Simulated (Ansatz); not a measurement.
Molecule: sum formula CuOBrH (charge 0, doublet). The spin state was set by rule; other spins were not relaxed. 
Coordinates optimised at B3LYP-D3(BJ)/def2-TZVP (Ansatz, an electronic-structure program):
```xyz
4

Cu    -0.2100    -0.8089     0.0000
Br     0.3486     1.3308    -0.0037
O     -0.6091    -2.5320    -0.0583
H     -1.2381    -2.8622     0.5962
```
Charge 0, spin multiplicity 2.

Property: vertical ionisation energy (to the triplet state of charge +1; each state is the SCF solution reached for its spin; for the triplet T1 is 0.057; for the doublet the Hartree-Fock reference is unstable and T1 is 0.054), in eV. Valence correlation only, unless marked. Open shells are spin-unrestricted. Spin-orbit coupling is left out. Frozen are the shells of the preceding noble gas and the d and f shells that filled before the atom's block. No relativistic terms. 

| level | program | vertical ionisation energy (eV) |
|---|---|---|
| HF/def2-QZVPPD | Ansatz | 9.49 |
| PBE/def2-TZVPD | Ansatz | 9.99 |
| BHLYP/def2-TZVPD | Ansatz | 10.31 |
| B2PLYP/def2-TZVPD | Ansatz | 9.69 |
| RI-MP2/def2-QZVPPD | Ansatz | 11.59 |
| CCSD/def2-SVPD | Ansatz | 10.08 |
